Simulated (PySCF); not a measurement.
**Distorted geometries of [Eu(NO2)2]+**

[Eu(NO2)2]+ (singlet in the valence; each metal's 4f electrons, 6 of them, lie in its core potential, out of spins and levels). PySCF 2.14.0, RKS PBE, Eu lcecp-1-SVP with ECP52, O def2-SVP, N def2-SVP; non-relativistic Hamiltonian with scalar-relativistic core potentials where named; density fitting; no spin-orbit coupling. Relaxed geometry:

```xyz
7

Eu    0.0000    0.0000    0.0000
O     0.7583    0.7583    2.0432
O    -0.7583   -0.7583    2.0432
N     0.0000    0.0000    2.7580
O     0.7583   -0.7583   -2.0432
O    -0.7583    0.7583   -2.0432
N     0.0000    0.0000   -2.7580
```

**Question.** Order these distorted geometries by energy above the relaxed one, lowest first.
A.
```xyz
7

Eu   -0.0243    0.0211   -0.0182
O     0.7163    0.7599    2.0586
O    -0.7278   -0.7412    2.0616
N     0.0528   -0.0132    2.7898
O     0.7490   -0.8506   -2.0674
O    -0.7697    0.8433   -2.0366
N     0.0037   -0.0194   -2.7878
```
B.
```xyz
7

Eu   -0.0157    0.0709   -0.0062
O     0.6678    0.6867    2.0165
O    -0.6928   -0.7394    2.0643
N     0.0181    0.0902    2.6507
O     0.8293   -0.7691   -1.9719
O    -0.8328    0.7599   -2.0348
N     0.0261   -0.0992   -2.7185
```
C.
```xyz
7

Eu   -0.0846   -0.1781   -0.1137
O     0.8564    0.6449    1.8528
O    -1.0473   -0.6738    2.1601
N     0.0356    0.2521    2.8902
O     1.0181   -0.7061   -1.8701
O    -0.8527    0.8013   -2.1945
N     0.0745   -0.1403   -2.7249
```

**Answer.** A (0.27 eV), B (1.95 eV), C (2.63 eV).

**Question.** Which forces (eV/Å) act in the one that lies 1.95 eV up?

**Answer.** 
```
Eu   -0.61  -0.66  -1.30
O    12.48  11.74 -10.13
O    -2.82  -3.05  -2.58
N    -9.13  -7.97  14.10
O    -0.82   0.70  -0.32
O     1.87  -1.81  -0.70
N    -0.98   1.05   0.93
```
Forces carry noise of the integration grid, about 0.01 to 0.03 eV/Å.

A frequency check found unstable modes (2, the lowest at -28 cm⁻¹), so the relaxed geometry is a saddle point, or these are noise. An lcecp potential fixes the number of 4f electrons, so in runs with it no electron can move into or out of that shell.
